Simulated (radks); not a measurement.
Valence configurations of Hf III (all share [Xe]). Calculated with a radial shooting solver on a logarithmic mesh with Libxc functionals: scalar-relativistic Kohn-Sham, r2SCAN, spin-polarised, spherical densities, finite nucleus; open shells are filled with parallel spins first (spin-orbit coupling, left out, can overturn this in heavy ions); meta-GGA in the generalised Kohn-Sham scheme; Fermi nuclear charge, rms radius 5.347 fm. Energies are relative to 4f14 5d2; eigenvalues in eV for spin up.

| valence | E (eV) | moment (Bohr magnetons) | e(4f) | e(5d) | e(6p) | e(6s) |
|---|---|---|---|---|---|---|
| 4f14 5d1.5 6s0.5 | -0.152 | 2 | -33.475 | -18.159 | - | -18.467 |
| 4f14 5d2 | 0.000 | 2 | -31.989 | -17.215 | - | - |
| 4f14 5d0.5 6s1.5 | 0.558 | 1 | -36.549 | -19.711 | - | -19.749 |
| 4f14 5d1.5 6p0.5 | 2.765 | 2 | -34.198 | -18.642 | -12.953 | - |
| 4f14 5d0.5 6s0.5 6p1 | 5.763 | 2 | -37.881 | -20.849 | -14.615 | -20.725 |
| 4f13 5d3 | 17.252 | 4 | -40.740 | -19.237 | - | - |
| 4f12 5d2 6s0.5 6p1.5 | 55.714 | 6 | -59.023 | -26.930 | -16.385 | -23.552 |
| 4f12 5d2 6p2 | 59.274 | 6 | -59.695 | -27.415 | -16.686 | - |
| 4f11.5 5d2.5 6p2 | 74.715 | 7 | -64.728 | -28.559 | -16.872 | - |
| 4f11 5d3 6p2 | 91.724 | 8 | -69.874 | -29.687 | -17.045 | - |

NIST lists [Xe] 4f14 5d2 as the ground configuration; this level of theory puts 4f14 5d1.5 6s0.5 lower, by 0.152 eV. The energies are those of spherical high-spin densities, not of single terms.
